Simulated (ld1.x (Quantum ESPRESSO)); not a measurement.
# aluminium: one change to a TM potential, before and after

aluminium, norm-conserving Troullier–Martins (Kleinman–Bylander form), made with ld1.x (Quantum ESPRESSO) 7.5 (BLYP, non-relativistic). Core [Ne], reference 3s2 3p1. Waves: 3s (bound): rc 1.95 bohr; 3p (bound): rc 2.40 bohr; 3d channel at -0.15 Ry: rc 2.35 bohr. Local part: all-electron potential smoothed inside 1.60 bohr (lloc = -2). Core correction: none.

Change: wave 3s (bound): rc 1.95 bohr becomes 3s (bound): rc 2.02 bohr.

Cutoffs: the cutoffs (Ry, on a coarse ladder) from which the occupation-weighted sum of valence levels, in a spherical-Bessel basis at the reference potential, stays within 10 and 1 mRy of its value at 400 Ry; they do not see the model core or the augmentation charge, which bear on the density cutoff. Errors are all-electron minus pseudo energies relative to the spin-unpolarised reference configuration.

Task: How do hardness, ghosts and transferability respond?

Result: The potential gets neither clearly harder nor softer (10 Ry and 30 Ry → 10 Ry and 30 Ry); the errors of the 7 common tests hardly move; neither file shows a bound ghost.

```tsv
quantity	base	changed
cutoff, loose	10 Ry	10 Ry
cutoff, tight	30 Ry	30 Ry
bound ghosts	none	none
error for 3s2 3p0, meV [ΔE 5.64 eV]	+7.3	+7.4
error for 3s1 3p0, meV [ΔE 24.82 eV]	+112	+112
error for 3s2 3p0.5, meV [ΔE 2.02 eV]	+1.2	+1.2
error for 3s2 3p1.3, meV [ΔE -0.53 eV]	+0.2	+0.2
error for 3s1 3p2, meV [ΔE 5.15 eV]	+11	+10
error for 3s0 3p3, meV [ΔE 10.51 eV]	+51	+50
error for 3s1 3p1, meV [ΔE 11.44 eV]	+24	+24
s: phases at 2.60 bohr within 0.05 rad from the reference energy up to (Ry; the scan ends near 5)	1.7	1.7
p: phases at 2.60 bohr within 0.05 rad from the reference energy up to (Ry; the scan ends near 5)	2.5	2.5
d: phases at 2.60 bohr within 0.05 rad from the reference energy up to (Ry; the scan ends near 5)	3.7	3.7
```
